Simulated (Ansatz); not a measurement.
Program: Ansatz. Geometries: PBE0-D4/def2-TZVP. ΔE: electronic, gas phase. CCSD(T)/CBS is the MP2 limit (def2-TZVPP, def2-QZVPP) plus CCSD(T) − MP2 in def2-TZVPP, frozen cores. Functionals use def2-TZVPP. Elements past krypton have def2 core potentials. For Sn outer-core shells are correlated without core-valence functions, which leaves a few kJ/mol of doubt a bond.

`[F][Sn-]1[O]C=CC=[O+]1` + `[CH3][Al]([CH3])[Cl]` → `[CH3][Sn][F]` + `[CH3][Al-]1([Cl])[O]C=CC=[O+]1`  (redistribution)

**Question.** Is it downhill or uphill in electronic energy at CCSD(T)/CBS, and by how much? (Best estimate.)

**Answer.** The calculation gave: Downhill: ΔE = -17.1 kcal/mol.

**Question.** What do these levels give: LDA (SPW92), revPBE-D4, r2SCAN0-D4, r2SCAN, CCSD(T)/def2-TZVPP, MP2/def2-QZVPP? (Best estimate.)

**Answer.** Ansatz gave: LDA (SPW92) -15.3, revPBE-D4 -14.6, r2SCAN0-D4 -18.7, r2SCAN -16.6, CCSD(T)/def2-TZVPP -19.0, MP2/def2-QZVPP -17.1 kcal/mol.

Largest T1 diagnostic among the species: 0.019.

From BLYP to BHLYP (50 % exact exchange), in def2-TZVPP and without D4, ΔE moves by −5.2 kcal/mol. Leaving LDA and LC-ωPBE aside and taking each functional with its dispersion term where it has one, the values, not all of them listed here, spread over 4.9 kcal/mol, from BHLYP-D4 to PBE-D4. LDA lies −1.3 kcal/mol from PBE without D4. In def2-TZVPP, CCSD(T) changes the Hartree–Fock value by +2.8 kcal/mol (the triples alone add +0.9 kcal/mol) and MP2 by +3.5 kcal/mol.
